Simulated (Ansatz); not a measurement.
Reactions of C5H11Cl (`CCCCCCl`).

Program: Ansatz. Geometries: PBE0-D4/def2-TZVP. ΔE: electronic, gas phase. CBS: MP2 limit from def2 TZ/QZ plus the TZ coupled-cluster correction, frozen cores. This one scheme is used for every species. Functionals use def2-TZVPP. For Br outer-core shells are correlated without core-valence functions, which leaves a few kJ/mol of doubt a bond. Scalar relativity is left out up to krypton. Each species was taken in one conformer, which may not be the lowest.

```tsv
reaction	PBE-D4 (kJ/mol)	B2PLYP (kJ/mol)	CCSD(T)/CBS(def2) (kJ/mol)
`CCCCCCl` + HBr → `ClCBr` + `CCCC`	30	31	38
`CCCCCCl` + CH₃OH → `COCCCl` + `CCC`	32	30	38
`CCCCCCl` + `O[SiH3]` → `[SiH3]OCCCl` + `CCC`	44	41	49
`CCCCCCl` + H₂O → `CCCO` + `CCCl`	41	38	51
```

Largest T1 diagnostic: 0.011, for `O[SiH3]`.
